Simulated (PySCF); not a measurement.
H₃Sn, SMILES [SnH3-], charge -1. Heavy atoms are numbered as in [SnH3-:1]. Hydrogens are named by the atom that carries them.

The structure is a stationary point at B3LYP-D3(BJ)/def2-TZVPD. The def2 effective core potentials stand for the cores of Sn; spin–orbit coupling is left out.

All values below come from PBE0/def2-TZVPD (PySCF).

Mulliken values depend strongly on the basis, most of all with diffuse functions as here. ESP charges are fitted to the potential on shells at 1.4 to 2.0 van der Waals radii. Atomic charges (e), one atom of each kind:

| atom | ESP fit | Mulliken |
|---|---|---|
| Sn1 (SnH3) | -0.65 | -0.77 |
| H on Sn1 | -0.12 | -0.08 |
